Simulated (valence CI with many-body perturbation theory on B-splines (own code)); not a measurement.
Sensitivity of CI+MBPT for Cr¹⁹⁺

Computed by relativistic CI+MBPT: three valence electrons over a frozen Dirac-Fock core [He], radial functions for each j: 6 s, 6 p, 5 d, 3 f, 1 g, with the one-electron correlation potential Σ1, the two-electron term Σ2, the three-electron term Σ3, Breit, model QED; selected CI, second order for the rest, scaled by the run's own slope (own B-spline code, finite nucleus).

No measured spectrum was set against this ion. As an estimate, levels of excited configurations hold to 0.05 to 0.15 % of their energy, terms of the ground configuration to about 0.5 %.

The reference run has the lowest level 2s2 2p 2P°_1/2 and an ionisation energy of 1495.30 eV. Its largest variational space holds 4257 state functions.

Names give the largest LS component (configuration and term), which can be under half, so a name can repeat, a term be missing and a line seem to break the LS rules; names also repeat where a configuration has a term twice.

Changed runs:
A. natural orbitals for correlation on → off
B. correlating orbitals by l 3 3 3 2 1 → 4 4 0 0 0
C. size limit of the variational space 10000 → 1500; shift of the energy in Σ1 (hartree) 0 → -8.067
D. Davidson iteration limit 60 → 1 (bad on purpose)

Excitation energies of the reference run in cm⁻¹, and shifts in cm⁻¹:

```csv
Level,Reference,A,B,C,D
2s2 2p 2P°_3/2,82958,-29,-16,-2.9,+111
2s 2p2 4P_1/2,354840,-2475,-2641,+21,-10
2s 2p2 4P_3/2,391502,-2627,-2751,+19,+61
2s 2p2 4P_5/2,430589,-2520,-2594,+18,+152
2s 2p2 2D_3/2,641317,+2696,+3390,+17,+104
2s 2p2 2D_5/2,653400,+2449,+3131,+15,+308
2s 2p2 2P_1/2,760901,+4168,+4212,+20,-9.3
2s 2p2 2S_1/2,848190,+4212,+4121,+18,-9.4
2s 2p2 2P_3/2,862072,+4344,+5363,+16,+129
2p3 4S°_3/2,1101930,-1043,-835,+40,+23
2p3 2D°_3/2,1230060,+3781,+4986,+37,+82
2p3 2D°_5/2,1248730,+3625,+4969,+38,+407
Ionisation energy (eV),1495.30,-0.43,-0.56,-0.0075,-0.0014
```

Run D: The Davidson iterations stopped at their limit.
